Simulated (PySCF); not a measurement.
Isomers of C6H5FN2.

All values: PBE0/pcSseg-1 (PySCF) at GFN2-xTB geometries, gas phase, one conformer each.

**Question.** Rank by dipole moment, lowest first.
A. `[CH2:1]=[CH:2][c:3]1[n:4][cH:5][cH:6][n:7][c:8]1[F:9]` with C1–C2–C3–N4 0°
B. `[H]/[N:1]=[CH:2]\[c:3]1[cH:4][cH:5][c:6]([F:7])[cH:8][n:9]1` with N1–C2–C3–C4 180°
C. `[H]/[N:1]=[CH:2]\[c:3]1[cH:4][n:5][cH:6][c:7]([F:8])[cH:9]1` with N1–C2–C3–C4 0°
D. `[CH:1]#[C:2][CH2:3][n:4]1[n:5][cH:6][cH:7][c:8]1[F:9]` with C2–C3–N4–N5 109°

**Answer.** D (0.87 D), C (1.04 D), A (1.68 D), B (3.19 D).

**Question.** Rank by the highest Hirshfeld charge on any atom, highest value first.
A. `[H]/[N:1]=[CH:2]\[c:3]1[cH:4][n:5][cH:6][c:7]([F:8])[cH:9]1` with N1–C2–C3–C4 0°
B. `[H]/[N:1]=[CH:2]\[c:3]1[cH:4][cH:5][c:6]([F:7])[cH:8][n:9]1` with N1–C2–C3–C4 180°
C. `[CH2:1]=[CH:2][c:3]1[n:4][cH:5][cH:6][n:7][c:8]1[F:9]` with C1–C2–C3–N4 0°

**Answer.** C (+0.143 e), A (+0.110 e), B (+0.098 e).

All values together:

```
             SMILES  μ (D)  HOMO (eV)  LUMO (eV)  lowest IAO charge (e)  highest IAO charge (e)  lowest Hirshfeld charge (e)  highest Hirshfeld charge (e)
       C#CCn1nccc1F   0.87      -7.21       0.26             -0.294 (C)              +0.340 (C)                   -0.153 (N)                    +0.117 (C)
       C=Cc1nccnc1F   1.68      -7.28      -2.12             -0.270 (C)              +0.382 (C)                   -0.158 (N)                    +0.143 (C)
[H]/N=C\c1ccc(F)cn1   3.19      -7.62      -1.86             -0.408 (N)              +0.274 (C)                   -0.223 (N)                    +0.098 (H)
[H]/N=C\c1cncc(F)c1   1.04      -7.74      -2.05             -0.411 (N)              +0.272 (C)                   -0.220 (N)                    +0.110 (H)
```

Conformers: `[CH:1]#[C:2][CH2:3][n:4]1[n:5][cH:6][cH:7][c:8]1[F:9]` with C2–C3–N4–N5 109°; `[CH2:1]=[CH:2][c:3]1[n:4][cH:5][cH:6][n:7][c:8]1[F:9]` with C1–C2–C3–N4 0°; `[H]/[N:1]=[CH:2]\[c:3]1[cH:4][cH:5][c:6]([F:7])[cH:8][n:9]1` with N1–C2–C3–C4 180°; `[H]/[N:1]=[CH:2]\[c:3]1[cH:4][n:5][cH:6][c:7]([F:8])[cH:9]1` with N1–C2–C3–C4 0°.
